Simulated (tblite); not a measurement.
Species: C₆H₉S₂ (doublet state).
Atom-mapped SMILES: `[CH3:1][S:2][C@:3]1([CH3:4])[CH2:5][CH:6][C:7]1=[S:8]` (hydrogens: H9, H10, H11 on C1; H12, H13, H14 on C4; H15, H16 on C5; H17 on C6)

Structure used (GFN2-xTB), in Å, numbered top down from 1:
```xyz
17
C6H9S2 angstrom
C      2.4549   -0.1457    0.0310
S      1.1222   -1.0816   -0.7519
C     -0.3422   -0.2582   -0.0381
C     -0.4454   -0.4425    1.4593
C     -1.6068   -0.5825   -0.8769
C     -1.6145    0.8686   -1.2510
C     -0.5045    1.1767   -0.5423
S      0.4000    2.5604   -0.2120
H      2.2293    0.9182   -0.0591
H      3.3646   -0.3828   -0.5106
H      2.5537   -0.4283    1.0747
H      0.3830    0.0510    1.9631
H     -1.3715    0.0022    1.8196
H     -0.4381   -1.5010    1.7116
H     -1.4343   -1.2758   -1.7003
H     -2.4612   -0.9223   -0.2917
H     -2.2961    1.4557   -1.8353
```

The geometry is computed with GFN2-xTB (gas phase). This method treats the open shell by occupation alone, without spin polarisation.

Masses are those of the commonest isotopes; rigid-rotor values at the optimised geometry. The values belong to one conformer with, in the numbering `[CH3:1][S:2][C@:3]1([CH3:4])[CH2:5][CH:6][C:7]1=[S:8]`, C1–S2–C3–C4 -65°.

What are A, B and C (cm⁻¹)?

Ia = 290.16, Ib = 360.68, Ic = 493.72 u·Å²; 505379 MHz·u·Å²/I gives 1742, 1401 and 1024 MHz, that is A = 0.05810, B = 0.04674, C = 0.03414 cm⁻¹.

Classify the top.

An asymmetric top; Ray's κ = 0.052.

Is it planar, by Δ = Ic − Ia − Ib?

Not planar: Δ = Ic − Ia − Ib = -157.11 u·Å². For a rigid frame Δ = −2 Σ m c², so Σ m c² = 78.55 u·Å² lies off the ab plane: 19.19 from hydrogen and 59.36 from heavier atoms. The atom farthest from that plane is 2.33 Å away.

Where do the levels up to J = 3 lie, in K?

Above 0(0,0), as E/k:
J = 1: 1(0,1) 0.116, 1(1,1) 0.133, 1(1,0) 0.151
J = 2: 2(0,2) 0.340, 2(1,2) 0.347, 2(1,1) 0.402, 2(2,1) 0.451, 2(2,0) 0.460
J = 3: 3(0,3) 0.662, 3(1,3) 0.665, 3(1,2) 0.770, 3(2,2) 0.800, 3(2,1) 0.836, 3(3,1) 0.932, 3(3,0) 0.935
Those of J = 1 are B + C, A + C and A + B.

Estimate the classical rotational partition function at 100 K, 298.15 K and 500 K.

Point group C1, symmetry number σ = 1; q = (√π/σ)·√((kT/h)³/(ABC)), k/h = 20836.6 MHz/K: 107000 at 100 K, 549000 at 298.15 K, 1190000 at 500 K.

For this open shell read J as N, the rotation without spin; fine and hyperfine splittings come on top. Its GFN2-xTB frequencies are all real (lowest 92 cm⁻¹). Constants of a rigid frame at the computed geometry: no zero-point averaging, no centrifugal distortion.

On Arm Neoverse V2, one thread, shared host, this took 0.54 s of wall time. These figures are those of the optimisation.
